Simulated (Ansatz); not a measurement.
C2H4FNSi can be A, `FC1=N[SiH2]C1`, or B, `C[SiH]1N=C1F`.

Computed with Ansatz on PBE0-D4/def2-TZVP structures; ΔE is electronic, products minus reactants. CCSD(T)/CBS adds triple-zeta CCSD(T) − MP2 to the extrapolated MP2 energy (def2 sets, frozen cores). Functionals use def2-TZVPP. B3LYP here is the variant with VWN-RPA as its local correlation; programs differ in this.

Q: Which is lower in electronic energy at CCSD(T)/CBS, and by how much? (An estimate is asked.)

A: Computed: A, by 14.8 kcal/mol.

Q: Give E(B) − E(A) in kcal/mol with CCSD(T)/def2-TZVPP, CCSD(T)/def2-SVP, LDA (SPW92), PBE0-D4, CCSD/def2-TZVPP, B3LYP-D4, B3LYP. (Estimate.)

A: Ansatz gave: CCSD(T)/def2-TZVPP 15.0, CCSD(T)/def2-SVP 16.0, LDA (SPW92) 15.9, PBE0-D4 15.3, CCSD/def2-TZVPP 15.6, B3LYP-D4 13.7, B3LYP 13.2. None reverses the order clearly.

Q: Does the order hold for the free energy at 298.15 K (harmonic terms from PBE0-D4)? (Best estimate.)

A: Ansatz gave: Yes: G(B) − G(A) = +14.1 kcal/mol.

Largest T1 diagnostic: 0.014.

From PBE to PBE0 (25 % exact exchange), in def2-TZVPP and without D4, E(B) − E(A) moves by +2.2 kcal/mol. In def2-TZVPP, CCSD(T) changes the Hartree–Fock value by −2.8 kcal/mol (the triples alone add −0.6 kcal/mol) and MP2 by −2.9 kcal/mol.
